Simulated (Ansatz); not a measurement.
Program: Ansatz. Geometries: PBE0-D4/def2-TZVP. ΔE: electronic, gas phase. CBS: MP2 limit from def2 TZ/QZ plus the TZ coupled-cluster correction, frozen cores. Functionals use def2-TZVPP. B3LYP here is the variant with VWN-RPA as its local correlation; programs differ in this. HSE06 is defined as in plane-wave codes. For Sc outer-core shells are correlated without core-valence functions, which leaves a few kJ/mol of doubt a bond. Scalar relativity is left out up to krypton. One conformer a species, not always the lowest.

Reaction (ligand exchange at the Si–O bond): `[OH][Sc]([OH])[O][SiH3]` + `O[SiH2]F` → `F[SiH2]O[SiH3]` + `[OH][Sc]([OH])[OH]`

```csv
level,ΔE (kJ/mol)
HSE06-D4,12.5
B3LYP,10.9
r2SCANh,12.6
MP2/def2-QZVPP,12.7
```

(1) What does CCSD(T)/CBS give? (An estimate is asked.)

Largest T1 diagnostic among the species: 0.016.

## Answers

(1) The calculation gave: +13.2 kJ/mol. The listed levels differ from it by -0.7, -2.3, -0.6, -0.5 kJ/mol.

Leaving LDA and LC-ωPBE aside and taking each functional with its dispersion term where it has one, the values, not all of them listed here, spread over 6.0 kJ/mol, from CAM-B3LYP-D4 to B97M-V. At CCSD(T), def2-SVP lies +9.5 kJ/mol from the extrapolated value and def2-TZVPP +0.6 kJ/mol.
